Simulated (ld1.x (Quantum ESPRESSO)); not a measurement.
**caesium: one change to a TM potential, before and after**

| Quantity | Value |
| --- | --- |
| Element | Cs |
| Generator | ld1.x (Quantum ESPRESSO) 7.5 |
| Type | norm-conserving Troullier–Martins (Kleinman–Bylander form) |
| Functional | PBE |
| Relativity | fully relativistic |
| Frozen core | [Kr] 4d10 |
| Valence charge | 9 |
| Reference configuration | 5s2 5p6 5d1 6s0 6p0 |
| Partial waves | 5s (bound): rc 2.95 bohr; 5p (bound): rc 3.15 bohr; 5d (bound): rc 4.20 bohr |
| Local potential | the d channel |
| Core correction | Bessel-smoothed model core inside 1.45 bohr |

Open shells are filled in proportion to 2j + 1 (rel_dist='average').

All-electron outer shells of the reference configuration (PBE, scalar-relativistic, ld1.x):

```csv
shell,level (eV),outermost node (bohr),outermost maximum (bohr)
4p,-160.99,0.36,0.67
4d,-74.42,0.33,0.72
5s,-26.87,0.82,1.54
5p,-13.69,0.89,1.79
6s,-2.22,2.11,4.68
6p,-0.94,2.61,7.34
5d,-0.58,1.06,3.46
```

Change: core correction Bessel-smoothed model core inside 1.50 bohr.

Cutoffs: the cutoffs (Ry, on a coarse ladder) from which the occupation-weighted sum of valence levels, in a spherical-Bessel basis at the reference potential, stays within 10 and 1 mRy of its value at 400 Ry; they do not see the model core or the augmentation charge, which bear on the density cutoff. Errors are all-electron minus pseudo energies relative to the spin-unpolarised reference configuration.

Problem. How do hardness, ghosts and transferability respond?

Solution. The potential gets neither clearly harder nor softer (10 Ry and 18 Ry → 10 Ry and 18 Ry); both files keep a bound ghost (s); the errors of the 6 common tests hardly move. A wider model core is smoother and lowers the density cutoff, which this test does not measure.

```csv
quantity,base,changed
"cutoff, loose",10 Ry,10 Ry
"cutoff, tight",18 Ry,18 Ry
bound ghosts,s,s
"tests counted (converged, no solver errors)",6 of 7,6 of 7
"error for 5s2 5p6 5d0 6s1 6p0, meV [ΔE -1.67 eV]",+1251,+1252
"error for 5s2 5p6 5d0 6s0 6p0, meV [ΔE 2.19 eV]",+13,+13
"error for 5s2 5p6 5d0 6s0.5 6p0, meV [ΔE -0.20 eV]",+856,+856
"error for 5s2 5p6 5d0 6s0 6p1, meV [ΔE -0.30 eV]",+12,+12
"error for 5s2 5p5 5d0 6s1 6p0, meV [ΔE 16.24 eV]",+3004,+3005
"error for 5s2 5p6 5d0.5 6s0.5 6p0, meV [ΔE -0.83 eV]",+699,+700
s: phases at 4.53 bohr within 0.05 rad from the reference energy up to (Ry; the scan ends near 5),n/a,n/a
p1/2: phases at 4.53 bohr within 0.05 rad from the reference energy up to (Ry; the scan ends near 5),0.1,0.1
p3/2: phases at 4.53 bohr within 0.05 rad from the reference energy up to (Ry; the scan ends near 5),0.1,0.1
d3/2: phases at 4.53 bohr within 0.05 rad from the reference energy up to (Ry; the scan ends near 5),n/a,n/a
d5/2: phases at 4.53 bohr within 0.05 rad from the reference energy up to (Ry; the scan ends near 5),1.1,1.1
```

Base: Tests not counted: 5s1 5p6 5d0 6s1 6p0 (solver errors, printed error -2.3 eV). These tests converged, but a pseudo level misses the all-electron one widely, so the file describes the atom poorly there or has found another state: 5s2 5p6 5d0 6s0.5 6p0: 6s by 1.2 eV; 5s2 5p5 5d0 6s1 6p0: 5p by 2.0 eV (a node warning on the way); 5s2 5p6 5d0.5 6s0.5 6p0: 6s by 1.2 eV. Changed file: Tests not counted: 5s1 5p6 5d0 6s1 6p0 (solver errors, printed error -2.3 eV). These tests converged, but a pseudo level misses the all-electron one widely, so the file describes the atom poorly there or has found another state: 5s2 5p6 5d0 6s0.5 6p0: 6s by 1.2 eV; 5s2 5p5 5d0 6s1 6p0: 5p by 2.0 eV (a node warning on the way); 5s2 5p6 5d0.5 6s0.5 6p0: 6s by 1.2 eV. A true bound ghost makes a file unfit for plane-wave use even where its test errors are small: the radial tests pick states by their node count and pass the ghost by. Where a test does run into it, the solver fails or the error is huge.
